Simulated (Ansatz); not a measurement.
Sn₂H₃⁺, relaxed as a singlet with RKS PBE0-D4/def2-TZVP in Ansatz, starting from the PBE0-D4/def2-TZVP geometry of the neutral doublet. Force threshold 0.02 eV/Å.

In the def2 sets Sn takes a core potential; there is no spin–orbit coupling. The structure comes from a short search, and lower isomers may exist.

Start:

```xyz
5

Sn    2.0766   -0.5109   -0.0434
Sn   -0.4708    0.5450    0.1563
H     1.2671   -1.9861   -0.6028
H    -0.8808    2.1385    0.6765
H    -1.9922   -0.1865   -0.1866
```

Q: Estimate the energy that the relaxation releases and the steps that it takes.

A: 13.8 kcal/mol, in 31 steps; 26 s on 4 threads of Arm Neoverse V2 on a shared host. The force fell under the threshold at step 6, but the optimiser went on and released 0.381 eV more. No frequencies were taken in this run, so the end may be a saddle point.

Q: Does the start keep its bonding and symmetry?

A: By distances, no bond broke or formed. The bond that changes most is Sn1–H3, from 1.77 to 1.94 Å (atoms count from 1). A close non-bonded pair moves further: Sn2–H3, from 3.16 to 2.09 Å. Point group Cs at the start, Cs at the end, both within 0.05 Å.

Q: Predict the relaxed structure.

A: 
| atom | x (Å) | y (Å) | z (Å) |
| --- | --- | --- | --- |
| Sn1 | 1.971 | -1.089 | 0.547 |
| Sn2 | -0.409 | 0.329 | 0.408 |
| H3 | 0.805 | -0.685 | -0.954 |
| H4 | -0.459 | 1.907 | -0.232 |
| H5 | -1.907 | -0.463 | 0.231 |
Bond lengths (bridged metal pairs left out): 1 × Sn–Sn 2.77 Å; 3 × H–Sn 1.70 to 1.94 Å.
